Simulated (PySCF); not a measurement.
## IrN: from constants to spectrum

RHF-CCSD(T) constants of IrN, ¹Σ⁺ (singlet), closed shell (PySCF, scalar-relativistic core potentials, basis sets Ir def2-TZVPP with ECP60, N def2-TZVPP; masses 192.9629 and 14.0031 u):

- ωe: 1185.3 cm⁻¹
- ωexe: 4.88 cm⁻¹
- Be: 0.50368 cm⁻¹
- αe: 0.00268 cm⁻¹
- D (centrifugal): 3.64e-07 cm⁻¹
- De to Ir (5d7 6s2) + N: 5.43 eV

Problem. Give the vibrational terms G(v) and spacings up to v = 6.

Solution. G(v) = ωe(v+½) − ωexe(v+½)².

```tsv
v	G(v) (cm⁻¹)	G(v) − G(v−1)	Bv (cm⁻¹)
0	591.4		0.5023
1	1767.0	1175.5	0.4997
2	2932.8	1165.8	0.4970
3	4088.8	1156.0	0.4943
4	5235.0	1146.3	0.4916
5	6371.5	1136.5	0.4889
6	7498.3	1126.7	0.4863
```

Problem. How well does the Morse estimate ωe²/(4ωexe) reproduce De, and what is D0?

Solution. It gives 8.92 eV, 164 % of the computed De. D0 = De − G(0) = 5.43 − 0.07 = 5.36 eV.

Correlated steps freeze 1 core orbital. Spin–orbit coupling is left out, which matters for elements this heavy, above all for dissociation energies. Where the molecule has an RHF reference, its open-shell atoms are computed with UHF. The CCSD T1 diagnostic is raised, a sign that a single reference may not be enough here.
